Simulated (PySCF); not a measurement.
Dipole moment and polarisability of `C#C[C@@H]1C[SiH2][C@@H]1F`

Compound: C5H7FSi.
Atom-mapped SMILES: `[CH:1]#[C:2][C@@H:3]1[CH2:4][SiH2:5][C@@H:6]1[F:7]` (hydrogens: H8 on C1; H9 on C3; H10, H11 on C4; H12, H13 on Si5; H14 on C6)

Structure used (GFN2-xTB), in Å, numbered top down from 1:
```xyz
14
C5H7FSi angstrom
C      2.707    0.081    0.261
C      1.618    0.099   -0.234
C      0.288    0.126   -0.796
C     -0.593    1.198   -0.102
Si    -1.480   -0.132    0.950
C     -0.534   -1.132   -0.404
F      0.226   -2.218   -0.021
H      3.669    0.062    0.679
H      0.368    0.261   -1.880
H     -0.007    1.955    0.413
H     -1.234    1.709   -0.818
H     -2.938   -0.195    0.880
H     -0.948   -0.329    2.293
H     -1.142   -1.484   -1.244
```

Level: wB97X-D/def2-SVPD (PySCF), static field, nuclei fixed, core orbitals frozen in the response. The polarisability tensor in these axes (au):

```
x   98.30  0.49 -0.85
y    0.49 70.49 -0.80
z   -0.85 -0.80 73.30
```

What are the eigenvalues, a third of the trace, and Δα (Δα² = ½Σ(αi − αj)² over the three pairs)?

Principal values 70.28, 73.48 and 98.33 au; mean 80.70 au = 11.96 Å³ = 13.31 × 10⁻⁴⁰ C²·m²/J; Δα = 26.60 au (33 % of the mean).

What is the dipole moment, and where does it point?

(-1.53, 1.66, -0.33) D, 2.28 D in size, pointing from the negative to the positive side. Measured along this direction, the outermost atoms are H8 at the negative end and H11 at the positive end.

What are the principal values of the traceless quadrupole moment, Θ = ½Σq(3rr − r²1), about the centre of nuclear charge?

-6.71, 0.02, 6.68 D·Å. The values depend on the origin, since the dipole doesn't vanish. The electronic extent ⟨r²⟩ about the same centre is 879 bohr², a root-mean-square distance of 2.03 Å for the 60 electrons.

Molar refractivity from α?

Lorentz–Lorenz: R = (4π/3)N_A α = 2.5225 cm³/(mol·Å³) × 11.96 Å³ = 30.2 cm³/mol, in the limit of long wavelengths.

How large is μ²/3kT at 250 K beside α?

In Gaussian units μ²/3kT = 50.22 Å³ against 11.96 Å³, a ratio of 4.20; the Debye molar polarisation (4π/3)N_A(α + μ²/3kT) is 156.9 cm³/mol, leaving out the vibrational part.

Sum over states: ᾱ = Σ f/ω², ω in Eh. What share falls to these 8 lowest TDDFT singlets (eV, f)? 6.47, 0.0038; 6.64, 0.0067; 6.78, 0.0040; 7.03, 0.0429; 7.32, 0.0155; 7.45, 0.0300; 7.63, 0.0375; 7.73, 0.1121.

They add up to 3.37 au, 4.2 % of the 80.70 au; the largest single term is 1.39 au, from the state at 7.73 eV. Terms in order: 0.07, 0.11, 0.06, 0.64, 0.21, 0.40, 0.48, 1.39 au. Higher excitations give the rest. The strengths listed sum to 0.253.

What would n − 1 = 2πNα be for an ideal gas of these molecules at 298.15 K and 1 atm, electronic part alone?

N = p/kT = 2.4615 × 10¹⁹ cm⁻³, so n − 1 = 2π × N × 11.96 × 10⁻²⁴ cm³ = 1849 × 10⁻⁶ at long wavelengths, for an ideal gas.

Isolated species at its GFN2-xTB geometry (one conformer only).

Note: wB97X-D ran without an empirical dispersion term, which enters the total energy and its gradient alone.
